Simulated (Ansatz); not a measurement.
Program: Ansatz. Geometries: PBE0-D4/def2-TZVP. ΔE: electronic, gas phase. CBS: MP2 limit from def2 TZ/QZ plus the TZ coupled-cluster correction, frozen cores. This one scheme is used for every species. DFT in def2-TZVPP. B3LYP here is the variant with VWN-RPA as its local correlation; programs differ in this. For Ge outer-core shells are correlated without core-valence functions, which leaves a few kJ/mol of doubt a bond. Scalar relativity is left out up to krypton. One conformer a species, not always the lowest.

`C[CH2][GeH2][CH3]` + CH₃OH → `C[O][GeH2][CH3]` + `CC`  (ligand exchange at a Ge–C bond)

```json
{"level": "PBE-D4", "ΔE (kJ/mol)": "-47.1"}
{"level": "PBE0-D4", "ΔE (kJ/mol)": "-46.7"}
{"level": "B3LYP-D4", "ΔE (kJ/mol)": "-55.2"}
{"level": "PBE-QIDH", "ΔE (kJ/mol)": "-49.9"}
{"level": "LC-ωPBE", "ΔE (kJ/mol)": "-50.9"}
{"level": "RPA@PBE/def2-TZVPP", "ΔE (kJ/mol)": "-50.2"}
{"level": "MP2/def2-SVP", "ΔE (kJ/mol)": "-60.0"}
{"level": "HF/CBS(def2)", "ΔE (kJ/mol)": "-69.0"}
```

**Question.** What does CCSD(T)/CBS give? (Estimate.)

**Answer.** The calculation gave: -48.4 kJ/mol. The listed levels differ from it by 1.3, 1.7, -6.8, -1.5, -2.5, -1.8, -11.6, -20.6 kJ/mol.

Largest T1 diagnostic among the species: 0.011.

The D4 term adds +3.4 kJ/mol with B3LYP and +2.0 kJ/mol with PBE0; it sums over pairs of atoms, weighted by their polarisabilities, and B3LYP, whose exchange is more repulsive, gets the larger term. Leaving LDA and LC-ωPBE aside and taking each functional with its dispersion term where it has one, the values, not all of them listed here, spread over 14.4 kJ/mol, from B97M-V to PBE0-D4. LDA lies +4.0 kJ/mol from PBE without D4. In def2-TZVPP, CCSD(T) changes the Hartree–Fock value by +17.5 kJ/mol (the triples alone add +1.0 kJ/mol) and MP2 by +17.8 kJ/mol.
